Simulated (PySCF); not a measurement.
Members of one family of related compounds. Level of theory: TDDFT B3LYP/def2-SVPD, vertical, gas phase, core orbitals frozen in the response in PySCF 2.14.0, density-fitted response routines. Geometries: PBE0-D3(BJ)/def2-SVP; one conformer of each isolated species. Triplets are in the Tamm–Dancoff approximation. 'Strongest' means the level of largest summed f among the lowest 10 singlets; it needn't be the same kind of state in each. Relativistic effects are left out although some hold elements past zinc.

Question: Rank by computed lowest singlet excitation energy, lowest first.
A. `CC[Si](OC)(OC)OC` (SiEt(OMe)3)
B. `CC[Si](N(C)C)(N(C)C)N(C)C` (SiEt(NMe2)3)
C. `CC[Si](Br)(Br)Br` (SiEtBr3)
D. `CC[Si](NC)(NC)NC` (SiEt(NHMe)3)

Answer: B (5.14 eV), D (5.26 eV), C (5.80 eV), A (7.05 eV).

```tsv
SMILES	S1 (eV)	f (S1)	strongest (eV)	gap (eV)	f (strongest)	first f ≥ 0.01 (nm)	S1 mainly
CC[Si](N(C)C)(N(C)C)N(C)C	5.14	0.008	5.96	5.90	0.03	224	H→L (95%)
CC[Si](NC)(NC)NC	5.26	0.004	6.40	6.14	0.03	195	H→L (96%)
CC[Si](Br)(Br)Br	5.80	0.000	6.24	6.82	0.04	201	H→L (99%)
CC[Si](OC)(OC)OC	7.05	0.002	7.82	7.90	0.01	158	H→L (95%)
```

H and L stand for HOMO and LUMO.

- `CC[Si](N(C)C)(N(C)C)N(C)C`: Löwdin shares by element: HOMO nitrogen 59%, carbon 5% or more (atoms not listed hold the other 36%); LUMO carbon 24% or more (atoms not listed hold the other 76%).
- `CC[Si](NC)(NC)NC`: Löwdin shares by element: HOMO nitrogen 68%, carbon 6% or more (atoms not listed hold the other 26%); LUMO carbon 24% or more, silicon 12% (atoms not listed hold the other 64%).
- `CC[Si](Br)(Br)Br`: Löwdin shares by element: HOMO bromine 100%; LUMO bromine 71%, silicon 22%.
- `CC[Si](OC)(OC)OC`: Löwdin shares by element: HOMO oxygen 40% or more, carbon 17% or more, silicon 10% (atoms not listed hold the other 33%); LUMO carbon 26% or more, silicon 13% (atoms not listed hold the other 61%).

Without π bonds the low states are Rydberg-like; a valence basis with one diffuse set may place them up to an eV too high.
